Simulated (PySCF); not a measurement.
A side-by-side comparison of computed properties.

First species: C4H9NO2Si.
SMILES: `CC(=O)NC[SiH2]C=O`

Second species: C4H9NO2Si.
Cartesian coordinates in Å at the GFN2-xTB level; atoms count from 1:
```xyz
17
C4H9NO2Si angstrom
O      2.535   -1.690   -0.805
C      2.155   -0.654   -0.316
N      0.887   -0.350    0.014
C     -0.162   -1.336   -0.198
C     -1.449   -0.566   -0.470
C     -1.512    0.597    0.528
Si     0.301    1.130    0.747
O      0.833    2.458   -0.011
H      2.837    0.188   -0.095
H     -0.265   -1.950    0.703
H      0.124   -1.988   -1.026
H     -2.315   -1.224   -0.389
H     -1.417   -0.172   -1.488
H     -2.177    1.382    0.174
H     -1.923    0.245    1.474
H      0.793    1.340    2.096
H      0.748    2.601   -0.951
```

Levels: CAM-B3LYP/def2-SVPD for HOMO energy, LUMO energy, HOMO–LUMO gap and static isotropic polarisability; TDDFT CAM-B3LYP/def2-SVPD for lowest singlet excitation; TDA CAM-B3LYP/def2-SVPD for lowest triplet excitation (Tamm–Dancoff). Geometries: GFN2-xTB. Each structure is a single optimised conformer of the isolated species, non-relativistic unless stated. Electronic properties by PySCF.

Dipoles, sizes and rotational constants follow the conformer. The torsions of the flexible species, by atom-mapped SMILES:
- `[CH3:1][C:2](=[O:3])[NH:4][CH2:5][SiH2:6][CH:7]=[O:8]`: C1–C2–N4–C5 -179°, C2–N4–C5–Si6 0°, N4–C5–Si6–C7 180°, C5–Si6–C7–O8 1°

The conformers of `O=CN1CCC[Si@@H]1O` aren't listed.

(1) Which has the higher HOMO–LUMO gap?

(2) Which has the higher static isotropic polarisability?

(3) Which of the two has the higher T1 energy, and by how much?

(4) Which of the two has the higher HOMO energy, and by how much?

(5) Which has the higher S1 energy?

(6) Which has the higher LUMO energy?

Answers

(1) The second: 9.50 eV against 7.91 eV, a difference of 1.59 eV.

(2) The first: 87.5 au against 82.2 au, a difference of 5.3 au.

(3) The second: 5.01 eV against 2.50 eV, a difference of 2.51 eV.

(4) The first: -7.40 eV against -8.91 eV, a difference of 1.51 eV.

(5) The second: 5.52 eV against 3.18 eV, a difference of 2.34 eV.

(6) The second: 0.59 eV against 0.51 eV, a difference of 0.08 eV.

On the first: In wavenumbers S1 is 25700 cm⁻¹ (1 eV = 8065.54 cm⁻¹). The vertical singlet–triplet gap S1 − T1 is 0.68 eV (TDDFT singlet less Tamm–Dancoff triplet; S1: HOMO→LUMO, weight 0.89; T1: HOMO→LUMO, weight 0.88).

On the second: The principal polarisabilities are 67.2, 85.8 and 93.7 au; their mean is the isotropic value. The polarisability is 12.19 Å³ as a volume (1 au = 0.148185 Å³), or 1.17 au for each of the 70 electrons.
